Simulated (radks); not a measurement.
Values are calculated unless marked as measured or tabulated.
Neutral rubidium inside a hard spherical wall (all orbitals vanish at R), configuration held at [Kr] 5s1 and not refilled when levels cross. Level of theory: scalar-relativistic Kohn-Sham, PBE, spin-polarised, spherical densities, finite nucleus; open shells are filled with parallel spins first (spin-orbit coupling, left out, can overturn this in heavy ions); Fermi nuclear charge, rms radius 4.2036 fm (a radial shooting solver on a logarithmic mesh with Libxc functionals). Eigenvalues in eV for spin up, with the zero of energy where the potential of the charges vanishes at infinity; a dash marks a level that is unbound or too diffuse for the functional's potential to be trusted. A positive occupied level is held by the wall or, in an anion where self-interaction has pushed it up, behind a barrier. The pressure on the wall is -dE/dV.

| R (bohr) | E (hartree) | kinetic (hartree) | e(3d) | e(4s) | e(4p) | e(5s) | e(5p, empty) | e(6s, empty) | pressure (GPa) |
|---|---|---|---|---|---|---|---|---|---|
| free | -2981.17407 | 3053.149 | -103.91 | -31.857 | -15.948 | -2.436 | -0.893 | - | 0 |
| 20 | -2981.17406 | 3053.149 | -103.91 | -31.856 | -15.948 | -2.436 | -0.889 | 0.011 | < 0.0001 |
| 10 | -2981.16842 | 3053.183 | -103.56 | -31.519 | -15.619 | -2.138 | -0.152 | 3.660 | 0.0936 |
| 8 | -2981.15099 | 3053.255 | -103.04 | -31.019 | -15.138 | -1.453 | 1.125 | 8.090 | 0.596 |
| 7 | -2981.12686 | 3053.341 | -102.57 | -30.586 | -14.729 | -0.614 | 2.546 | 12.513 | 1.64 |
| 6 | -2981.07366 | 3053.521 | -101.84 | -29.928 | -14.112 | 1.083 | 5.215 | 20.234 | 5.15 |
| 5 | -2980.94003 | 3053.988 | -100.41 | -28.741 | -12.990 | 4.917 | 10.750 | 34.985 | 20.2 |
| 4 | -2980.51664 | 3055.560 | -96.669 | -25.933 | -10.171 | 15.125 | 24.025 | 67.117 | 112 |
| 3.5 | -2979.94523 | 3057.683 | -92.462 | -22.896 | -6.900 | 26.672 | 37.931 | 98.439 | 314 |
| 1.5 | -2934.96404 | 3184.376 | 8.635 | 115.17 | 147.26 | 468.41 | 493.64 | 977.69 | 122000 |
